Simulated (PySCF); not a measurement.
PySCF job for Sn(H)(Br)2(OH) (Br2H2OSn), SMILES [OH][SnH]([Br])[Br], TDA-PBE/def2-SVPD. Coordinates come from a PBE0-D3(BJ)/def2-SVP optimisation. The structure was generated by enumeration; whether it is a known compound was not checked. The def2 effective core potentials stand for the cores of Sn; spin–orbit coupling is left out. The values are those of a single conformer.

```python
import numpy as np
from pyscf import gto, scf, dft, tdscf

mol = gto.M(
    atom='''
    Sn    0.32132931   -0.65157153    0.00000000
    O    -0.92102176   -2.17496734    0.00000001
    Br   -0.12494648    0.75958375   -1.99130808
    Br   -0.12494648    0.75958375    1.99130807
    H     1.89635275   -1.28570843    0.00000000
    H    -1.84839033   -1.90683892    0.00000000
    ''',
    basis='def2-SVPD',
    ecp={'Sn': 'def2-svp'},
    charge=0,
    spin=0,
    symmetry=True,
    max_memory=1600,
    verbose=4,
)
mf = dft.RKS(mol, xc='pbe').density_fit(auxbasis='def2-universal-jkfit')
mf.grids.level = 3
mf.conv_tol = 1e-9
mf.max_cycle = 100
mf.kernel()
mf.grids = dft.Grids(mol).set(level=1).build(with_non0tab=True)  # coarser grid for the response kernel
td = tdscf.TDA(mf)
td.singlet = True
td.nstates = 10
td.conv_tol = 1e-4
td.positive_eig_threshold = 1e-6
td.kernel(x0=td.get_init_guess(mf, 15))
td.analyze()
tt = tdscf.TDA(mf)
tt.singlet = False
tt.nstates = 4
tt.conv_tol = 1e-4
tt.positive_eig_threshold = 1e-6
tt.kernel(x0=tt.get_init_guess(mf, 9))
tt.analyze(verbose=3)
```

Output:

```
PySCF version 2.14.0

[INPUT] verbose = 4
[INPUT] num. atoms = 6
[INPUT] num. electrons = 102
[INPUT] charge = 0
[INPUT] spin (= nelec alpha-beta = 2S) = 0
[INPUT] symmetry True subgroup None
[INPUT] Mole.unit = angstrom
[INPUT] Symbol           X                Y                Z      unit          X                Y                Z       unit  Magmom
[INPUT]  1 Sn     0.321329310000  -0.651571530000   0.000000000000 AA    0.607224391695  -1.231291742264   0.000000000000 Bohr   0.0
[INPUT]  2 O     -0.921021760000  -2.174967340000   0.000000010000 AA   -1.740478881165  -4.110092602474   0.000000018897 Bohr   0.0
[INPUT]  3 Br    -0.124946480000   0.759583750000  -1.991308080000 AA   -0.236114627428   1.435405256170  -3.763026900833 Bohr   0.0
[INPUT]  4 Br    -0.124946480000   0.759583750000   1.991308070000 AA   -0.236114627428   1.435405256170   3.763026881936 Bohr   0.0
[INPUT]  5 H      1.896352750000  -1.285708430000   0.000000000000 AA    3.583587333066  -2.429636808745   0.000000000000 Bohr   0.0
[INPUT]  6 H     -1.848390330000  -1.906838920000   0.000000000000 AA   -3.492951494994  -3.603403322461   0.000000000000 Bohr   0.0

nuclear repulsion = 658.068909495146
point group symmetry = Cs
symmetry origin: [ 3.48872516e-09 -1.01754480e-09 -3.92481573e-09]
symmetry axis x: [ 1.00000000e+00 -3.16004332e-09  1.16304757e-10]
symmetry axis y: [-3.16004332e-09 -1.00000000e+00 -2.54509033e-09]
symmetry axis z: [-1.16304765e-10 -2.54509033e-09  1.00000000e+00]
num. orbitals of irrep A' = 91
num. orbitals of irrep A" = 62
number of shells = 59
number of NR pGTOs = 286
number of NR cGTOs = 153
basis = def2-SVPD
ecp = {'Sn': 'def2-svp'}


[settings echo left out]
init E= -5412.65149659263
HOMO (A") = -0.611292206213857  LUMO (A') = -0.590577744749648  gap/eV = 0.56367
cycle= 1 E= -5433.67826379852  delta_E=  -21  |g|= 3.87  |ddm|= 11.2
HOMO (A') = 0.0521737606148488  LUMO (A") = 0.0598092524223609  gap/eV = 0.20777
cycle= 2 E= -5350.75443470348  delta_E= 82.9  |g|= 9.46  |ddm|= 69.8
HOMO (A') = -0.410278220549863  LUMO (A") = -0.402682658339572  gap/eV = 0.20669
cycle= 3 E= -5434.80261687716  delta_E=  -84  |g|= 2.75  |ddm|= 69.8
HOMO (A") = -0.270030269443611  LUMO (A') = -0.266579864955723  gap/eV = 0.09389
cycle= 4 E= -5435.82667471261  delta_E= -1.02  |g|= 2.68  |ddm|= 6.45
HOMO (A") = -0.266239577910675  LUMO (A') = -0.135011750850459  gap/eV = 3.57089
cycle= 5 E= -5437.22946114324  delta_E= -1.4  |g|= 1.34  |ddm|=  4.5
HOMO (A") = -0.214132190266612  LUMO (A') = -0.13528664656333  gap/eV = 2.14550
cycle= 6 E= -5437.41033917339  delta_E= -0.181  |g|= 0.706  |ddm|= 1.83
HOMO (A") = -0.290524835380416  LUMO (A') = -0.144298037623962  gap/eV = 3.97903
cycle= 7 E= -5437.59747453704  delta_E= -0.187  |g|= 0.263  |ddm|= 1.45
HOMO (A") = -0.266522310932974  LUMO (A') = -0.121223737331754  gap/eV = 3.95378
cycle= 8 E= -5437.6117656907  delta_E= -0.0143  |g|= 0.0751  |ddm|= 0.49
HOMO (A") = -0.268375633594211  LUMO (A') = -0.120380946154889  gap/eV = 4.02714
cycle= 9 E= -5437.61249265366  delta_E= -0.000727  |g|= 0.0192  |ddm|= 0.0692
HOMO (A") = -0.269045872093527  LUMO (A') = -0.120557074215512  gap/eV = 4.04059
cycle= 10 E= -5437.6126100431  delta_E= -0.000117  |g|= 0.00825  |ddm|= 0.0303
HOMO (A") = -0.269434340199955  LUMO (A') = -0.12048101185777  gap/eV = 4.05323
cycle= 11 E= -5437.61263083513  delta_E= -2.08e-05  |g|= 0.00185  |ddm|= 0.0138
HOMO (A") = -0.269473165604977  LUMO (A') = -0.120512914399519  gap/eV = 4.05341
cycle= 12 E= -5437.61263180532  delta_E= -9.7e-07  |g|= 0.000479  |ddm|= 0.00264
HOMO (A") = -0.269441389877961  LUMO (A') = -0.120498223689445  gap/eV = 4.05295
cycle= 13 E= -5437.61263185839  delta_E= -5.31e-08  |g|= 0.000193  |ddm|= 0.000813
HOMO (A") = -0.269448728255542  LUMO (A') = -0.120502934976173  gap/eV = 4.05302
cycle= 14 E= -5437.61263186903  delta_E= -1.06e-08  |g|= 1.46e-05  |ddm|= 0.000269
HOMO (A") = -0.269448473586323  LUMO (A') = -0.120502557170489  gap/eV = 4.05302
cycle= 15 E= -5437.61263186912  delta_E= -9.28e-11  |g|= 4.78e-06  |ddm|= 2.33e-05
HOMO (A") = -0.269448343880724  LUMO (A') = -0.120502582272302  gap/eV = 4.05302
Extra cycle  E= -5437.61263186911  delta_E= 8.19e-12  |g|= 8.02e-06  |ddm|= 1.51e-05
converged SCF energy = -5437.61263186911
tot grids = 32816
Overwritten attributes  positive_eig_threshold  of <class 'pyscf.tdscf.rks.TDA'>


******** <class 'pyscf.tdscf.rks.TDA'> for <class 'pyscf.df.df_jk.DFSymAdaptedRKS'> ********
nstates = 10 singlet
deg_eia_thresh = 1.000e-03
wfnsym = None
conv_tol = 0.0001
eigh lindep = 1e-12
eigh level_shift = 0
eigh max_cycle = 100


Excitation energies (eV)
[4.21473388 4.42521702 4.53063823 4.61056886 4.77221457 5.89457832
 6.00070297 6.10213538 6.14642186 6.2528957 ]

** Singlet excitation energies and oscillator strengths **
Excited State   1:   A"      4.21473 eV    294.17 nm  f=0.0023
      50 -> 52       -0.15905
      51 -> 52       -0.68513
Excited State   2:   A"      4.42522 eV    280.18 nm  f=0.0145
      47 -> 52        0.18544
      50 -> 52        0.66321
      51 -> 52       -0.13674
Excited State   3:   A'      4.53064 eV    273.66 nm  f=0.0220
      49 -> 52        0.69610
Excited State   4:   A'      4.61057 eV    268.91 nm  f=0.0155
      48 -> 52       -0.69386
Excited State   5:   A"      4.77221 eV    259.80 nm  f=0.0508
      45 -> 52        0.10717
      47 -> 52        0.66613
      50 -> 52       -0.15170
Excited State   6:   A'      5.89458 eV    210.34 nm  f=0.0170
      46 -> 52        0.58462
      47 -> 54       -0.16905
      48 -> 53       -0.11052
      49 -> 53       -0.23842
      51 -> 54        0.20184
Excited State   7:   A"      6.00070 eV    206.62 nm  f=0.0029
      45 -> 52        0.12286
      50 -> 53        0.25962
      51 -> 53       -0.64292
Excited State   8:   A'      6.10214 eV    203.18 nm  f=0.0077
      49 -> 53        0.30755
      50 -> 54       -0.11137
      51 -> 54        0.61915
Excited State   9:   A"      6.14642 eV    201.72 nm  f=0.0033
      45 -> 52       -0.17567
      49 -> 54       -0.15326
      50 -> 53        0.62502
      51 -> 53        0.21220
Excited State  10:   A'      6.25290 eV    198.28 nm  f=0.0154
      47 -> 54       -0.18024
      48 -> 53       -0.44245
      49 -> 53        0.31258
      50 -> 54       -0.36378
      51 -> 54       -0.16588

** Transition electric dipole moments (AU) **
state          X           Y           Z        Dip. S.      Osc.
  1         0.0000      0.0000     -0.1488      0.0221      0.0023
  2        -0.0000     -0.0000     -0.3661      0.1340      0.0145
  3         0.4430      0.0473      0.0000      0.1985      0.0220
  4        -0.0031     -0.3703      0.0000      0.1371      0.0155
  5         0.0000      0.0000      0.6595      0.4349      0.0508
  6        -0.0712      0.3360      0.0000      0.1180      0.0170
  7         0.0000      0.0000      0.1404      0.0197      0.0029
  8         0.0616     -0.2178      0.0000      0.0512      0.0077
  9        -0.0000      0.0000     -0.1475      0.0218      0.0033
 10         0.2163      0.2316      0.0000      0.1004      0.0154

WARN: ECP detected. Skipping calculation of transition velocity and magnetic dipole moments, which have not yet been implemented.



******** <class 'pyscf.tdscf.rks.TDA'> for <class 'pyscf.df.df_jk.DFSymAdaptedRKS'> ********
nstates = 4 triplet
deg_eia_thresh = 1.000e-03
wfnsym = None
conv_tol = 0.0001
eigh lindep = 1e-12
eigh level_shift = 0
eigh max_cycle = 100


Excitation energies (eV)
[3.91106593 4.05001829 4.08638971 4.23879236]

** Triplet excitation energies and oscillator strengths **
Excited State   1:   A"      3.91107 eV    317.01 nm  f=0.0000
Excited State   2:   A"      4.05002 eV    306.13 nm  f=0.0000
Excited State   3:   A'      4.08639 eV    303.41 nm  f=0.0000
Excited State   4:   A'      4.23879 eV    292.50 nm  f=0.0000
```

Self-consistency was reached.

Cost: roughly 60 core-seconds.
